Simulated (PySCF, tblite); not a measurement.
Calculations on `[SiH3]C[P@@](C)(=O)O`, in the order of a workflow; each names the level of the geometry that it ran on. Settings lines and outputs come from a driver script.

Compound: C₂H₉O₂PSi.
Numbering: `[CH3:1][P@:2](=[O:3])([OH:4])[CH2:5][SiH3:6]` (hydrogens: H7, H8, H9 on C1; H10 on O4; H11, H12 on C5; H13, H14, H15 on Si6)

Step 1: GFN2-xTB geometry optimisation, gas phase (tblite 0.8.0) (from a force-field or distance-geometry start)
```json
{"job": {"kind": "relax", "xc": "GFN2-xTB", "basis": "xTB"}, "charge": 0, "multiplicity": 1}
```
```
step      E/eV     max force
  0    -579.93781    3.967
  1    -580.16136    2.659
  2    -580.24967    1.056
...
126    -580.68067    0.015
127    -580.68070    0.019
128    -580.68073    0.017
129    -580.68076    0.010
130    -580.68078    0.009
```

Energy lowered by 17.1 kcal/mol over 130 steps; largest atomic force 0.009 eV/Å at the end. «max force» is the largest atomic force in eV/Å.

On one thread, Intel Xeon Platinum 8259CL at 2.50 GHz (x86_64), no GPU, shared host with 48 logical CPUs at a one-minute load of 35, this took 1.4 s.

Step 2: GFN2-xTB harmonic vibrations, gas phase (tblite 0.8.0) (on the GFN2-xTB geometry)
```json
{"job": {"kind": "ir", "xc": "GFN2-xTB", "basis": "xTB"}, "charge": 0, "multiplicity": 1}
```
```
(table of modes left out)
```

39 modes from 53 to 3586 cm⁻¹ (unscaled, harmonic); zero-point energy 66.2 kcal/mol; all wavenumbers are real at this level.

Hardware: Intel Xeon Platinum 8259CL at 2.50 GHz, one thread (shared host). Cost: 0.8 s wall.

Step 3: TDDFT CAM-B3LYP/def2-SVPD, vertical, gas phase, core orbitals frozen in the response (PySCF 2.14.0, density-fitted response routines) (on the GFN2-xTB geometry)
```json
{"job": {"kind": "uv", "xc": "CAM-B3LYP", "basis": "def2-SVPD", "nstates": 8, "ntriplets": 3}, "charge": 0, "multiplicity": 1}
```
```
...
Static polarisability (au): isotropic 80.303, principal 70.965 76.041 93.905
Singlet excitations
state   eV       nm        f      main configurations
  1   7.4305    166.9   0.05720   H->L 0.90
  2   7.8306    158.3   0.03854   H-1->L 0.83
  3   7.9997    155.0   0.02040   H->L+2 0.43, H->L+1 0.24
  4   8.3335    148.8   0.02780   H->L+4 0.30, H-2->L 0.23, H->L+1 0.09
  5   8.5150    145.6   0.00591   H->L+4 0.36, H->L+1 0.20, H->L+5 0.12
  6   8.5516    145.0   0.02040   H->L+1 0.34, H-2->L 0.28, H->L+2 0.17
  7   8.6265    143.7   0.00018   H-1->L+2 0.23, H->L+3 0.14, H-1->L+1 0.12
  8   8.6957    142.6   0.06286   H-1->L+2 0.14, H->L+2 0.14, H->L+3 0.13
Triplet excitations (Tamm-Dancoff, eV): 7.2352 7.5654 7.7596
```

HOMO -9.41 eV, LUMO 0.84 eV; lowest singlet 7.43 eV; lowest triplet 7.24 eV (Tamm–Dancoff); mean polarisability 80.3 au.

Rough CPU time on one thread of a shared machine: about 90 s.

Geometry of the electronic-property runs (GFN2-xTB):
```
atom  x, y, z in Å
C1    -2.2237   -0.5081    0.2976
P2    -0.6621    0.4374    0.1133
O3    -0.5312    1.5836    1.0220
O4    -0.7122    0.9284   -1.4283
C5     0.6924   -0.7721    0.1290
Si6    2.3386    0.1672   -0.0054
H7    -2.3447   -1.2171   -0.5152
H8    -2.2147   -1.0307    1.2501
H9    -3.0463    0.2038    0.2934
H10   -0.7385    1.8866   -1.4186
H11    0.6300   -1.3199    1.0675
H12    0.5431   -1.4703   -0.6908
H13    2.3588    0.9537   -1.2411
H14    3.3866   -0.8580   -0.0572
H15    2.5194    1.0237    1.1617
```

 (This holds for the electronic-property runs.)

One conformer stands for the species.
